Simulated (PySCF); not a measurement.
Species: C7H6F3 (charge +1).
Numbering: `[F:1][C:2]([F:3])([F:4])[C@H:5]1[CH:6]=[CH:7][CH:8]=[CH:9][CH+:10]1`

Cartesian coordinates in Å at the GFN2-xTB level; atoms count from 1:
```xyz
16
C7H6F3 angstrom
F     -2.6569   -1.2022    0.4088
C     -2.0237   -0.0448    0.3415
F     -2.8000    0.8384   -0.2612
F     -1.7754    0.3771    1.5721
C     -0.6667   -0.2083   -0.4486
C     -0.0152    1.0940   -0.6454
C      1.2951    1.2821   -0.3073
C      2.0336    0.2338    0.2593
C      1.4721   -1.0344    0.4638
C      0.1652   -1.2671    0.1400
H     -1.0249   -0.5649   -1.4355
H     -0.6113    1.9004   -1.0540
H      1.7625    2.2444   -0.4566
H      3.0583    0.4120    0.5582
H      2.0742   -1.8201    0.8961
H     -0.2945   -2.2313    0.3166
```

NICS = −σ at a ghost point: NICS(0) at the centroid of the ring atoms, NICS(1) 1 Å to either side along the normal of their mean plane, zz for the tensor component along that normal. Level: GIAO PBE0/pcSseg-1 (PySCF, non-relativistic, gas phase) on the GFN2-xTB geometry, one conformer.

Ring bond lengths (Å), with Mayer bond orders in brackets: C5–C6 1.469 (1.05), C6–C7 1.366 (1.57), C7–C8 1.402 (1.32), C8–C9 1.402 (1.32), C9–C10 1.366 (1.57), C10–C5 1.470 (1.05).

Task: What do the NICS probes read (ppm)?

Result: 
| ring | type | NICS(0) | NICS(1), two faces | NICS(1)zz, two faces | rms pucker (Å) | centre to ring atoms, mean (Å) |
| --- | --- | --- | --- | --- | --- | --- |
| C5–C6–C7–C8–C9–C10 | 6-membered carbocycle; formal bonds 2 double, 4 single | 0.2 | -5.7 / -5.5 | -12.1 / -12.0 | 0.01 | 1.41 |

Task: What can be read from them?

Result: 
- C5–C6–C7–C8–C9–C10: mean NICS(1)zz -12.0 ppm, shielded. C5 has four or more neighbours; no verdict on aromaticity is drawn. NICS(0) lies 6 ppm above the mean NICS(1).

Task: At the first NICS(1) probe listed for ring C5–C6–C7–C8–C9–C10, 1 Å off the ring, how large is the induced field along the normal in 1 T applied along it?

Result: NICSzz × B0 = -12.1 ppm × 1 T = -12 μT, against the applied field.

On one thread of an Arm Neoverse N1, shared host, this took 55 s of wall time. This is the whole shielding run at PBE0/pcSseg-1, SCF included.
